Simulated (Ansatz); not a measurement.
Born–Oppenheimer molecular dynamics of a periodic cell of 16 atoms, Cl (contents 8 Cl2, density as packed 1.57 g/cm³ with natural masses). It goes on from the last frame of an earlier run, with new velocities.

All numbers below come from Ansatz 0.2.0, DFT PBE-D3(BJ), scalar-relativistic, plane waves, PAW. Settings: cutoff 420 eV, k mesh 1x1x1, fermi-dirac smearing 0.02 eV, no spin polarisation.

```
ensemble                      : NVE (velocity Verlet)
time step                     : 2 fs
steps asked                   : 320
starting velocities drawn for : 1000 K
seed                          : 162704
```

First frame:

```xyz
16
Lattice="8.4343 0.0000 0.0000 0.0000 8.4343 0.0000 0.0000 0.0000 8.4343" Properties=species:S:1:pos:R:3
Cl 5.083 1.219 6.853
Cl 3.410 2.208 7.220
Cl 5.165 3.537 1.267
Cl 6.729 3.341 0.237
Cl 0.939 6.567 9.582
Cl -0.053 5.688 7.829
Cl 7.519 8.111 6.268
Cl 9.276 9.117 5.953
Cl 2.959 5.112 3.573
Cl 2.350 6.931 4.250
Cl 5.004 7.674 2.423
Cl 6.437 8.939 1.909
Cl -2.143 3.163 4.457
Cl -0.588 4.105 5.204
Cl 5.533 6.132 7.572
Cl 3.497 6.190 7.584
```

Question: What does the run give?

Answer: All steps were run.

```yaml
steps_done: 320
time_covered: 640 fs
mean_temperature_over_the_second_half: 987 K
spread_of_the_potential_energy_over_the_second_half: 21.7 meV per atom
mean_potential_energy_of_the_second_half_above_the_start: 1.5 meV per atom
```

The conserved energy stayed within 0.21 meV per atom of its start (net change 0.0026 meV per atom), so the integration is sound. A run of 0.64 ps of so small a system gives no equilibrium averages. Limits of this set-up: coarse k mesh.

Question: What happens to the structure?

Answer: Mean squared displacements from the first frame to the last, about the centre of mass: Cl 4.23 Å². The details hang on the random start.

Question: How do temperature and energy run in time?

Answer: 
```
time (fs)  T (K)  potential energy less start (eV)  conserved less start (meV/atom)
      0.0   1000                             0.000                             0.00
     32.0   1111                            -0.217                            -0.07
     64.0   1003                            -0.006                            -0.01
     96.0   1039                            -0.076                            -0.08
    128.0   1214                            -0.416                            -0.12
    160.0   1020                            -0.039                            -0.07
    192.0    943                             0.108                            -0.08
    224.0    951                             0.095                            -0.03
    256.0   1027                            -0.052                             0.00
    288.0    911                             0.172                            -0.01
    320.0    803                             0.383                             0.07
    352.0    850                             0.291                             0.02
    384.0    929                             0.138                             0.01
    416.0    732                             0.521                             0.04
    448.0    773                             0.438                            -0.10
    480.0    824                             0.342                            -0.03
    512.0    953                             0.091                            -0.06
    544.0   1201                            -0.392                            -0.13
    576.0   1200                            -0.389                            -0.02
    608.0   1236                            -0.458                            -0.09
    640.0   1027                            -0.053                             0.00
```

The run took 12 min on 1 thread of Arm Neoverse V1, with other jobs on the host, peak memory 0.51 GiB.
